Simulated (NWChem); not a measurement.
System: C₄H₇N; SMILES CC=C=CN

```xyz
12

C      0.4840    -2.3076     0.2019
C     -0.4188    -1.2327    -0.3599
C     -0.4028     0.0314    -0.0124
C     -0.3656     1.2895     0.3660
N      0.4958     2.2952    -0.1310
H      1.0703    -2.7829    -0.5963
H      1.1756    -1.8975     0.9431
H     -0.1056    -3.1023     0.6787
H     -1.1373    -1.5690    -1.1141
H     -0.9908     1.6259     1.1934
H      0.9299     2.0339    -1.0109
H      0.0265     3.1902    -0.2344
```
Atoms are numbered in this order, from 1.

Level: B3LYP/6-31G* (spherical d) (NWChem), optimised geometry, unscaled harmonic frequencies. 

Q: List the harmonic frequencies with IR intensities, and the thermochemistry.

A: 
```csv
frequency (cm⁻¹),IR intensity (km/mol)
133,3.0
159,2.1
208,14.7
302,20.8
356,45.4
524,8.5
602,8.3
750,181.5
789,150.9
862,17.4
914,22.5
1048,17.4
1068,0.5
1109,2.4
1204,1.0
1239,59.2
1367,18.4
1430,2.1
1501,6.2
1513,5.4
1540,20.4
1684,41.2
2075,48.5
3032,43.1
3080,28.0
3094,29.3
3139,27.3
3155,15.7
3505,1.7
3605,2.5
```

```json
{
 "zero_point_energy": "64.3 kcal/mol",
 "thermal correction to the enthalpy at 298.15 K (with zero-point energy)": "68.8 kcal/mol",
 "heat capacity Cv": "21.3 cal/(mol K)",
 "entropy at 298.15 K and 1 atm (symmetry number 1)": "76.5 cal/(mol K)",
 "dipole_moment": "1.24 D"
}
```

Rigid rotor and harmonic oscillator.
